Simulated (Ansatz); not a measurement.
Several settings on one geometry of [TcS4]- (TcS₄⁻) (that of the charge -1 singlet, PBE0-D4/def2-SVPD). Ansatz on 2 threads of Arm Neoverse N1 on a shared host; times are rough.

```xyz
5

Tc    0.0000    0.0000    0.0000
S     0.0103   -0.0170    2.1220
S     1.9973    0.0103   -0.7170
S    -1.0078    1.7360   -0.6885
S    -0.9998   -1.7293   -0.7165
```

Totals from different functionals, basis sets or treatments of relativity can't be compared as stabilities.

DK, ANO-RCC and x2c sets are all-electron and run with scalar relativity unless a key says otherwise. In the def2 sets Tc takes a core potential; there is no spin–orbit coupling. B3LYP takes the VWN-RPA correlation. Correlated methods freeze 20 core orbitals; core or outer-core shells of Tc are correlated, in sets that lack core-valence functions. A multiply charged anion in the gas phase is held together partly by the finite basis.

The spins typed aren't always the lowest for that charge.

Q: Give the basis size and estimate the energy, ⟨S²⟩ and time of these runs.

```json
{"run": "1", "method": "RKS B3LYP/def2-TZVP", "charge": "-1", "state": "singlet", "further keys": "nuclear_model: gaussian; scf: {omitted_lower_state_checks: [starts]}; forces asked"}
{"run": "2", "method": "RHF, rpa/def2-mTZVP", "charge": "-1", "state": "singlet", "further keys": "fitting: {mean_field: def2-universal-jkfit}; point_charges: [{charge: 0.50, position_ang: [6.624, 0.901, -0.515]}]"}
{"run": "3", "method": "RKS PBE0/cc-pVTZ-DK", "charge": "-1", "state": "singlet", "further keys": "–"}
{"run": "4", "method": "UKS RPBE-D3(BJ)/def2-TZVPP", "charge": "-2", "state": "doublet", "further keys": "point_charges: [{charge: -1.00, position_ang: [6.008, 0.384, 0.246]}]; scf: {omitted_lower_state_checks: [starts]}; forces asked"}
{"run": "5", "method": "RHF/def2-SVPD", "charge": "-1", "state": "singlet", "further keys": "fitting: {mean_field: def2-universal-jkfit}; scf: {lower_state_search: light}"}
```

A: 
```
run  functions  energy (Eh)  ⟨S²⟩  wall time
  1        188   -1673.9739     –       14 s
  2        121   -1671.3017     –       30 s
  3        213   -5881.9107     –       18 s
  4        224   -1673.6943  0.75       58 s
  5        142   -1669.7518     –       23 s
```

The highest occupied level of an anion often lies above zero with these methods, and sets without diffuse functions describe the outer electron poorly. The restricted singlet is unstable towards broken spin symmetry in Hartree–Fock (as tested in another run); at RKS B3LYP/def2-TZVP, RKS PBE0/cc-pVTZ-DK, RHF/def2-SVPD this wasn't settled. At RHF, rpa/def2-mTZVP the restricted singlet (for correlated methods, its reference) is unstable: a solution with broken spin symmetry lies lower.
